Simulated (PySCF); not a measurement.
C₆ coefficients of unlike pairs at PBE0

Calculated with PySCF 2.14 from the dipole response of each species, C₆(A,B) = (3/π) ∫ α_A(iu) α_B(iu) du, in atomic units, from isotropic polarisabilities. For ions this is the dispersion term alone; charge-induced terms of lower order in 1/R come first.

| species | configuration | basis | relativity | α (bohr³) | C₆ (like pair) |
| --- | --- | --- | --- | --- | --- |
| B⁺ | [He] 2s2 (1S) | aug-cc-pVDZ-DK (4s3p2d) | spin-free X2C | 10.86 | 29.61 |
| Zn⁺ | [Ar] 3d10 4s1 (2S) | aug-cc-pwCVTZ-DK (10s9p7d4f3g) | spin-free X2C | 17.98 | 73.97 |
| La⁺ | [Xe] 5d2 (3F) | x2c-TZVPPall with one added diffuse shell each of s, p, d type (12s8p8d3f1g) | spin-free X2C | 48.65 | 402.0 |
| Te²⁺ | [Kr] 4d10 5s2 5p2 (3P) | aug-cc-pVQZ-DK3 (9s8p6d3f2g) | spin-free X2C | 14.96 | 97.92 |

**Question.** Estimate C₆ for Zn⁺ with B⁺.

**Answer.** The integral gives 46.30. The combination rule 2 C_A C_B / (C_A α_B/α_A + C_B α_A/α_B) gives 46.75 and the geometric mean 46.80.

No spin-orbit coupling is included.

The other pairs:

```csv
pair,C₆
"Te²⁺, Zn⁺",82.48
"La⁺, B⁺",107.5
"Te²⁺, B⁺",51.60
"Te²⁺, La⁺",190.2
"La⁺, Zn⁺",171.6
```
